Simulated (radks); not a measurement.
Excited configurations of the bismuth ion Bi49+: one electron is placed in a higher orbital outside [Ar] 3d10 4s2 4p3. The ground configuration is [Ar] 3d10 4s2 4p4. Method: Dirac Kohn-Sham, BLYP, spin-unpolarised, spherical densities, finite nucleus; open shells are shared between the two j in proportion to 2j + 1; Fermi nuclear charge, rms radius 5.5211 fm; computed with a radial shooting solver on a logarithmic mesh with Libxc functionals. Excitation = E - E(ground); binding = E(ion) - E, where the ion is the core of charge +50; n* = 50/sqrt(2 binding) in atomic units. These energies are relativistic, and a one-electron ion of charge +50 with no core already has n* below n in this formula (Dirac formula, point nucleus, mean over j: 4d 3.986, 5d 4.983, 5f 4.991, 6s 5.939, 6p 5.963, 6d 5.982, 7s 6.938, 7p 6.962). The quantum defect is therefore taken as that value minus n*, so that it holds no relativistic shift of the bare ion. Eigenvalue and <r> are those of j = l + 1/2.

outer orbital  excitation (eV)  binding (eV)     n*  quantum defect  eigenvalue (eV)  <r> (bohr)
4d                      270.37        2566.0  3.641           0.345          -2517.0      0.3467
5d                      1269.1        1567.2  4.659           0.324          -1541.1      0.5985
5f                      1374.9        1461.4  4.824           0.167          -1439.2      0.5786
6s                      1643.0        1193.3  5.339           0.601          -1181.9      0.8582
6p                      1704.7        1131.7  5.482           0.481          -1105.9      0.8976
6d                      1774.9        1061.4  5.661           0.321          -1046.5      0.9087
7s                      1991.5        844.81  6.345           0.593          -837.01       1.210
7p                      2028.2        808.15  6.488           0.474          -791.78       1.270

The Delta-SCF ionisation energy is 2836.3 eV (NIST Atomic Spectra Database: 2771 eV, theoretical). Self-interaction in the functional shifts the binding energies and quantum defects, so they are the method's values and not measured ones. Spin polarisation and multiplet splitting are left out, so open shells lie too high by an amount that depends on their filling. Sharing an open shell by 2j + 1 raises it above the true ground level by a part of the spin-orbit splitting, which enters the differences from NIST.

Beside tabulated values, note that spin-unpolarised runs miss the spin-polarisation part of the exchange energy of open shells.
